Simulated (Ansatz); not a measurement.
Species: CH3B3, SMILES `CB1B=B1` (charge 0, multiplicity 1), formula CH3B3.

Q: How many basis functions does frozen-core CCSD(T)/cc-pVTZ // PBE0-D3(BJ)/def2-TZVP in Ansatz (a first-principles code) use, how many core orbitals are frozen, and how many electrons are correlated?

A: 162 basis functions and 4 frozen orbitals, which leaves 16 correlated electrons. Core time is of the order of seconds.
